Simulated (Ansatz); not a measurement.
`[F][AlH][NH][SiH3]` + H₂ → `[AlH2][NH][SiH3]` + H–F at 298.15 K and 1 bar (hydrogenolysis of the Al–F bond).

Computed with Ansatz on PBE0-D4/def2-TZVP structures; ΔE is electronic, products minus reactants. CCSD(T)/CBS is the MP2 limit (def2-TZVPP, def2-QZVPP) plus CCSD(T) − MP2 in def2-TZVPP, frozen cores. This one scheme is used for every species. Each species was taken in one conformer, which may not be the lowest.

```
             species  CCSD(T)/CBS energy (Eh)  H − E (kJ/mol)  S (J/(mol·K))
`[F][AlH][NH][SiH3]`               -688.73064           153.6          338.3
                  H₂                 -1.17544            35.1          130.4
  `[AlH2][NH][SiH3]`               -589.44550           161.8          314.0
                 H–F               -100.39570            33.5          173.6
```

H − E and S are ideal-gas, rigid-rotor, harmonic terms from PBE0-D4/def2-TZVP, for one conformer and one mirror image of each species. The MP2-based limit puts H₂ 0.8 mEh under its directly extrapolated value; such offsets cancel only in part. 1 Eh = 2625.50 kJ/mol, R = 8.31446 J/(mol·K).

By hand: ΔE, ΔH, ΔS and ΔG.

ΔE = (-589.44550) + (-100.39570) − (-688.73064) − (-1.17544) = 0.06488 Eh = 170.3 kJ/mol. Δ(H − E) = 161.8 + 33.5 − 153.6 − 35.1 = 6.6, so ΔH = 176.9 kJ/mol. ΔS = 314.0 + 173.6 − 338.3 − 130.4 = 18.9 J/(mol·K). ΔG = 176.9 − 298.15 × (18.9)/1000 = 171.3 kJ/mol.

By hand: the equilibrium constant, and the temperature at which ΔG would vanish if ΔH and ΔS stayed fixed.

log₁₀ K = −ΔG/(RT ln 10) = -30.0. ΔG = 0 at ΔH/ΔS = 9360 K, far beyond where these terms or the molecules hold.

ΔH outweighs TΔS. A doubt of 5 kJ/mol in ΔE shifts log₁₀ K by 0.9 here. Other conformers and mirror images would add mixing entropy, several J/(mol·K) or more a flexible species. These are equilibria of isolated gas molecules and say nothing of rates. Largest T1 diagnostic: 0.012 (customary marks: 0.02 for closed shells, 0.045 for open ones).
